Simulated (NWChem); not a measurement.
System: BHOF cation; SMILES [OH+]=BF

The following NWChem deck was run.

```
start job
memory heap 200 mb stack 700 mb global 900 mb
charge 1
geometry units angstroms noautosym nocenter noautoz
  O      0.000340    -1.186309     0.000000
  B     -0.000184     0.038282     0.000000
  F      0.000077     1.278807     0.000000
  H     -0.003901    -2.155234     0.000000
end
basis spherical
  O library cc-pvtz
  B library cc-pvtz
  F library cc-pvtz
  H library cc-pvtz
end
dft
  xc bhlyp
  iterations 150
end
tddft
  cis
  ecut -5.9
  nroots 6
  notriplet
end
task tddft energy
```

NWChem printed, in part:

```
             Northwest Computational Chemistry Package (NWChem) 7.3.0
             --------------------------------------------------------

                             Geometry "geometry" -> ""
                             -------------------------

 Output coordinates in angstroms (scale by  1.889725989 to convert to a.u.)

  No.       Tag          Charge          X              Y              Z
 ---- ---------------- ---------- -------------- -------------- --------------
    1 O                    8.0000     0.00034000    -1.18630900     0.00000000
    2 B                    5.0000    -0.00018400     0.03828200     0.00000000
    3 F                    9.0000     0.00007700     1.27880700     0.00000000
    4 H                    1.0000    -0.00390100    -2.15523400     0.00000000

 Effective nuclear repulsion energy (a.u.)      58.8991376225

                                 NWChem DFT Module
                                 -----------------

 Summary of "ao basis" -> "ao basis" (spherical)
 ------------------------------------------------------------------------------
       Tag                 Description            Shells   Functions and Types
 ---------------- ------------------------------  ------  ---------------------
 O                          cc-pvtz                 10       30   4s3p2d1f
 B                          cc-pvtz                 10       30   4s3p2d1f
 F                          cc-pvtz                 10       30   4s3p2d1f
 H                          cc-pvtz                  6       14   3s2p1d

            General Information
            -------------------
          SCF calculation type: DFT
          Wavefunction type:  closed shell.
          No. of atoms     :     4
          No. of electrons :    22
           Alpha electrons :    11
            Beta electrons :    11
          Charge           :     1
          Spin multiplicity:     1
          Use of symmetry is: off; symmetry adaption is: off
          Maximum number of iterations: 150
          AO basis - number of functions:   104
                     number of shells:    36
          Convergence on energy requested:  1.00D-06
          Convergence on density requested:  1.00D-05
          Convergence on gradient requested:  5.00D-04

[...]

                                NWChem TDDFT Module
                                -------------------

            General Information
            -------------------
           No. of orbitals :     208
            Alpha orbitals :     104
             Beta orbitals :     104
        Alpha frozen cores :       0
         Beta frozen cores :       0
     Alpha frozen virtuals :       0
      Beta frozen virtuals :       0
         Spin multiplicity :       1
    Number of AO functions :     104
        Use of symmetry is : off
      Symmetry adaption is : off
         Schwarz screening :  0.10D-07

              XC Information
              --------------
                 BHLYP Method XC Functional
              Hartree-Fock (Exact) Exchange   0.50
                 Slater Exchange Functional   0.50 local
             Becke 1988 Exchange Functional   0.50 non-local
       Lee-Yang-Parr Correlation Functional   1.00

             TDDFT Information
             -----------------
          Calculation type : Tamm-Dancoff TDDFT
         Wavefunction type : Restricted singlets
          No. of electrons :      22
           Alpha electrons :      11
            Beta electrons :      11
              No. of roots :       6
          Max subspacesize :    5200
            Max iterations :     100
               Target root :       1
           Target symmetry : none
             Energy Cutoff :-0.59D+01
      Symmetry restriction : off
                 Algorithm : Optimal
        Davidson threshold :  0.10D-03

    6 smallest eigenvalue differences (eV)
--------------------------------------------------------
  No. Spin  Occ  Vir  Irrep   E(Occ)    E(Vir)   E(Diff)
--------------------------------------------------------
    1    1    3   12 a        -7.544    -0.226   199.132
    2    1    3   13 a        -7.544    -0.187   200.202
    3    1    3   14 a        -7.544    -0.187   200.203
    4    1    3   15 a        -7.544    -0.134   201.652
    5    1    3   16 a        -7.544    -0.025   204.620
    6    1    3   17 a        -7.544    -0.016   204.849
--------------------------------------------------------

  Entering Davidson iterations
  Restricted singlet excited states

  Iter   NTrls   NConv    DeltaV     DeltaE      Time
  ----  ------  ------  ---------  ---------  ---------
    1      6       0     0.12E+00   0.10+100       29.0
    2     12       0     0.38E-01   0.32E-01       29.8
    3     18       0     0.96E-02   0.80E-03       36.6
    4     24       4     0.10E+00   0.14E-01       28.5
    5     26       5     0.74E-02   0.36E-02       26.6
    6     27       5     0.40E-03   0.12E-04       32.2
    7     28       6     0.76E-04   0.32E-07       31.9
  ----  ------  ------  ---------  ---------  ---------
  Convergence criterion met

  Ground state a        -200.268944471797 a.u.

  ----------------------------------------------------------------------------
  Root   1 singlet a              7.070080774 a.u.              192.3868 eV
  ----------------------------------------------------------------------------
     Transition Moments    X  0.15047   Y -0.00011   Z -0.00000
     Dipole Oscillator Strength                    0.1067118555
     Electric Quadrupole                           0.0000002883
     Magnetic Dipole                               0.0000003564
     Total Oscillator Strength                     0.1067125001

[...]
```

Level: BHandHLYP/cc-pVTZ, restricted-window TDA. Geometry: optimised at PBE0/def2-SVP. The quadrupole and magnetic terms of the printed total strengths depend on the origin.
